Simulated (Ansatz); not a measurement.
```xyz
2

Be    0.0000    0.0000   -0.2500
H     0.0000    0.0000    0.9999
```

Basis set: cc-pVDZ (spherical functions). All electrons are correlated. Charge 0, multiplicity 2.

Computed with Ansatz (development build ahead of 0.2.0); each method stands on the lowest determinant of its kind that the runs found.

Task: Give the atomization energy at this shape (free ground-state atoms in the same class of orbitals less the molecule, no zero-point energy) of doublet BeH by UHF-MP2, UHF.

Result:

| method | atomization energy |
| --- | --- |
| UHF-MP2 | 50.17 kcal/mol |
| UHF | 46.81 kcal/mol |

Caution for UHF: a free atom is spin contaminated.
